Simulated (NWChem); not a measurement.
System: C2F3 cation

Input file for NWChem:

```
start job
memory heap 200 mb stack 700 mb global 900 mb
charge 1
geometry units angstroms noautosym nocenter noautoz
  F     -0.210594     1.941662     0.000000
  C      0.440695     0.886379     0.000000
  C     -0.070705    -0.458453     0.000000
  F     -0.052499    -1.119789     1.084315
  F     -0.052499    -1.119789    -1.084315
end
basis spherical
  * library def2-svp
end
dft
  xc m06-2x
  iterations 150
end
cosmo
  do_cosmo_smd true
  solvent methanol
end
task dft energy
```

NWChem printed, in part:

```
             Northwest Computational Chemistry Package (NWChem) 7.3.0
             --------------------------------------------------------

                             Geometry "geometry" -> ""
                             -------------------------

 Output coordinates in angstroms (scale by  1.889725989 to convert to a.u.)

  No.       Tag          Charge          X              Y              Z
 ---- ---------------- ---------- -------------- -------------- --------------
    1 F                    9.0000    -0.21059400     1.94166200     0.00000000
    2 C                    6.0000     0.44069500     0.88637900     0.00000000
    3 C                    6.0000    -0.07070500    -0.45845300     0.00000000
    4 F                    9.0000    -0.05249900    -1.11978900     1.08431500
    5 F                    9.0000    -0.05249900    -1.11978900    -1.08431500

 Effective nuclear repulsion energy (a.u.)     163.7873990584

                                 NWChem DFT Module
                                 -----------------

 Summary of "ao basis" -> "ao basis" (spherical)
 ------------------------------------------------------------------------------
       Tag                 Description            Shells   Functions and Types
 ---------------- ------------------------------  ------  ---------------------
 F                          def2-svp                 6       14   3s2p1d
 C                          def2-svp                 6       14   3s2p1d

 in cosmo_initialize ...
 calling solv_data for solv:methanol

 solvent parameters
 solvname_short: methanol
 solvname_long:  methanol
 dielec:       32.6130
 dielecinf:     1.7657
 nonaqueous SMD model solvent descriptors
 dielec:       32.6130
 sola:          0.4300
 solb:          0.4700
 solc:          0.0000
 solg:         31.7700
 solh:          0.0000
 soln:          1.3288

          ---------------
          -cosmo- solvent
          ---------------
 Cosmo: York-Karplus, doi: 10.1021/jp992097l
 dielectric constant -eps-     =  32.61
 screen = (eps-1)/(eps    )    =   0.96934
 surface charge correction     = lagrangian

   van der Waals surface
 --------------------------

[...]

                                COSMO-SMD solvation results
                                ---------------------------

             internal energy in gas <Psi(g)|H|Psi(g)> =      -374.797184034426
         internal energy in solvent <Psi(s)|H|Psi(s)> =      -374.795971203712
                               delta internal energy  =         0.001212830713 (    0.76 kcal/mol)
   total free energy in solvent <Psi(s)|H+V/2|Psi(s)> =      -374.912070869673
 polarization energy contribution <Psi(s)|V/2|Psi(s)> =        -0.116099665960 (  -72.85 kcal/mol)
    total free energy in solvent including G(SMD-CDS) =      -374.907215507967
                       G(SMD-CDS) energy contribution =         0.004855361706 (    3.05 kcal/mol)
     1 M fixed-concentration free energy of solvation =        -0.110031473541 (  -69.05 kcal/mol)

                       DFT Final Molecular Orbital Analysis
                       ------------------------------------

 Vector   17  Occ=2.000000D+00  E=-6.436588D-01
              MO Center=  1.8D-02, -6.2D-01,  1.8D-08, r^2= 2.2D+00
   Bfn.  Coefficient  Atom+Function         Bfn.  Coefficient  Atom+Function
  ----- ------------  ---------------      ----- ------------  ---------------
    47      0.399634  4 F  py                61      0.399634  5 F  py
    50     -0.250634  4 F  py                64     -0.250634  5 F  py
    16      0.241165  2 C  s                 19     -0.205344  2 C  py
     5     -0.198668  1 F  py                33      0.156853  3 C  py
    17      0.141638  2 C  s                 46      0.129563  4 F  px

 Vector   18  Occ=2.000000D+00  E=-6.409197D-01
              MO Center= -5.8D-02, -1.0D+00, -1.5D-08, r^2= 1.7D+00
   Bfn.  Coefficient  Atom+Function         Bfn.  Coefficient  Atom+Function
  ----- ------------  ---------------      ----- ------------  ---------------
    48      0.367097  4 F  pz                62      0.367097  5 F  pz
    47      0.329727  4 F  py                61     -0.329727  5 F  py
    51     -0.228475  4 F  pz                65     -0.228475  5 F  pz
    50     -0.211907  4 F  py                64      0.211907  5 F  py
     6     -0.076169  1 F  pz                37     -0.061829  3 C  pz

 Vector   19  Occ=2.000000D+00  E=-4.212134D-01
              MO Center=  4.2D-01,  6.0D-01, -1.7D-11, r^2= 1.7D+00
   Bfn.  Coefficient  Atom+Function         Bfn.  Coefficient  Atom+Function
  ----- ------------  ---------------      ----- ------------  ---------------
    18      0.472275  2 C  px                17      0.388265  2 C  s
    16      0.265684  2 C  s                  4      0.261962  1 F  px
    31     -0.227785  3 C  s                 21      0.221871  2 C  px
    33     -0.217593  3 C  py                32      0.214471  3 C  px
    30     -0.197779  3 C  s                  7     -0.183598  1 F  px

 Vector   20  Occ=0.000000D+00  E=-1.564667D-01
              MO Center=  3.2D-01,  8.3D-01,  4.9D-09, r^2= 1.4D+00
   Bfn.  Coefficient  Atom+Function         Bfn.  Coefficient  Atom+Function
  ----- ------------  ---------------      ----- ------------  ---------------
    20      0.627413  2 C  pz                23      0.408192  2 C  pz
     6      0.301638  1 F  pz                 9     -0.260538  1 F  pz
    37      0.163388  3 C  pz                47      0.125753  4 F  py
    61     -0.125753  5 F  py                45     -0.115646  4 F  s
    59      0.115646  5 F  s                 50     -0.101432  4 F  py

[...]
```

Level: M06-2X/def2-SVP, SMD on the gas-phase geometry. Structure relaxed at the B3LYP/6-31G* (spherical d) level. Solvent: methanol.
